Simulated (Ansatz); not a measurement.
BeF₂: single points at one geometry.

```yaml
crystal:
  periodic: [false, false, false]
  atoms:
    - {symbol: Be, position_ang: [-0.001373, -0.000789, -0.000029]}
    - {symbol: F, position_ang: [-0.016010, -0.020274, 1.390801]}
    - {symbol: F, position_ang: [0.017382, 0.021054, -1.390772]}
basis:
  gaussian: {orbitals: def2-TZVP, initial_orbitals: start.molden}
hamiltonian: {xc: r2scan, dispersion: d4}
scf: {omitted_lower_state_checks: [starts]}
output: {forces: true, orbitals: {seedname: orbitals}}
```

The file start.molden holds the orbitals of an earlier run on this structure, at another level or in another basis.

```sh
$ ansatz run in.yaml --threads 4 --pin off --events-out ev --progress --plain --max-ram 3916MiB
```

It prints (some lines left out):

```
Functional definition: r2SCAN
453 factors; their error is unknown
mean field evaluation 1: about -5839.2727 eV, gradient 3.5e0 eV
mean field evaluation 2: about -5839.2821 eV, gradient 1.3e-2 eV
mean field evaluation 4: about -5839.2810 eV, gradient 8.7e-6 eV
mean field evaluation 8: about -5839.2810 eV, gradient 6.5e-6 eV
mean field -5839.28098532 eV, -214.5896182036 hartree, gradient 6.5e-6 eV, S^2 0.000000; 0 other end points of the search recorded, 0 dependent functions left out
reference -5839.28099903 eV, -214.5896187074 hartree; 11, 11 occupied and 70, 70 virtual orbitals, 453 factors
Total energy: -5839.28601065 eV, -214.5898028812 hartree
Atom 0 at    -0.001373    -0.000789    -0.000029 Å, force     0.007312     0.004187     0.000150 eV/Å
Atom 1 at    -0.016010    -0.020274     1.390801 Å, force     0.000264     0.002759    -0.326663 eV/Å
Atom 2 at     0.017382     0.021054    -1.390772 Å, force    -0.007577    -0.006946     0.326513 eV/Å
Dipole moment:    -0.002216    -0.001269    -0.000045 e Å
Checks for a lower state left out: starts
```

Hardware: 4 threads of Arm Neoverse V2 on a shared host. Wall time 0.6 s.

As the first input, with `gaussian: {orbitals: 6-31G}`, `hamiltonian: {xc: {name: B3LYP}, dispersion: d4}`, `output: {orbitals: {seedname: orbitals}}` (abridged; 0.15 s):

```
Functional definition: B3LYP
mean field -5838.35337214 eV, -214.5555290479 hartree, gradient 2.3e-5 eV, S^2 0.000000
Total energy: -5838.38831049 eV, -214.5568130089 hartree
Checks for a lower state left out: starts
```

First input, but with `hamiltonian: {xc: pbe}`, `correlation: {method: rpa}` and without the key `output` (abridged; 0.4 s):

```
Functional definition: PBE
mean field -5835.75466753 eV, -214.4600284153 hartree, gradient 1.5e-6 eV, S^2 0.000000
2 core orbitals not correlated: weight in the atoms' cores, before any rotation towards them, 1.000 or more for the frozen orbitals, at most 0.000 for the correlated occupied ones
Total energy: -5839.60004145 eV, -214.6013433001 hartree
Checks for a lower state left out: starts
```

First input, but with `gaussian: {orbitals: STO-3G}`, `hamiltonian: {xc: hf}`, `output: {orbitals: {seedname: orbitals}}` (abridged; 0.05 s):

```
Functional definition: HF
a density is far from that of the atoms, so the factors are made again for it
mean field evaluation 16: about -5731.7590 eV, gradient 8.2e-3 eV
mean field -5731.75895133 eV, -210.6382563355 hartree, gradient 5.7e-5 eV, S^2 0.000000
Total energy: -5731.75895133 eV, -210.6382563355 hartree
Checks for a lower state left out: starts
```

The first input with `hamiltonian: {xc: pbe0, dispersion: d4}`, `output: {orbitals: {seedname: orbitals}}` and without the key `scf` (abridged; 0.3 s):

```
Functional definition: PBE0
mean field evaluation 16: about -5835.8196 eV, gradient 1.2e-4 eV
mean field -5835.81955935 eV, -214.4624131456 hartree, gradient 2.6e-5 eV, S^2 0.000000; 1 other end points of the search recorded, 0 dependent functions left out
Total energy: -5835.83730939 eV, -214.4630654476 hartree
```

As the first input, with `gaussian: {orbitals: def2-TZVPP, initial_orbitals: start.molden}`, `correlation: {method: ccsd_t}`, `output: {orbitals: {seedname: orbitals}}` and without the key `hamiltonian` (abridged; 0.5 s):

```
Functional definition: HF
mean field -5816.91233427 eV, -213.7675854397 hartree, gradient 3.5e-6 eV, S^2 0.000000
2 core orbitals not correlated: weight in the atoms' cores, before any rotation towards them, 1.000 or more for the frozen orbitals, at most 0.000 for the correlated occupied ones
second order -15.64689551 eV of doubles, -0.00000000 eV of singles
cycle   1  -15.36547493 eV  change    2.8e-1 eV  update   7.9e-2
cycle   2  -15.63587717 eV  change   -2.7e-1 eV  update   2.3e-2
cycle   3  -15.70631151 eV  change   -7.0e-2 eV  update   1.1e-2
cycle   4  -15.69519996 eV  change    1.1e-2 eV  update   2.4e-3
cycle   5  -15.69268776 eV  change    2.5e-3 eV  update   7.5e-4
cycle   6  -15.69307001 eV  change   -3.8e-4 eV  update   2.1e-4
cycle   7  -15.69303393 eV  change    3.6e-5 eV  update   5.1e-5
cycle   8  -15.69299679 eV  change    3.7e-5 eV  update   1.4e-5
cycle   9  -15.69299134 eV  change    5.5e-6 eV  update   3.4e-6
perturbative correction -0.39236308 eV, -0.0144190771 hartree
Total energy: -5832.99768868 eV, -214.3587113113 hartree
Checks for a lower state left out: starts
```

The first input with `hamiltonian: {xc: {name: r2SCANh}, dispersion: d4}`, `output: {orbitals: {seedname: orbitals}}` (abridged; 0.55 s):

```
Functional definition: r2SCANh
mean field -5838.97255638 eV, -214.5782836491 hartree, gradient 7.2e-5 eV, S^2 0.000000
Total energy: -5838.97781354 eV, -214.5784768464 hartree
Checks for a lower state left out: starts
```

Geometry: PBE-D4/def2-TZVP.

B3LYP takes the VWN-RPA correlation. Correlated methods freeze 2 core orbitals.
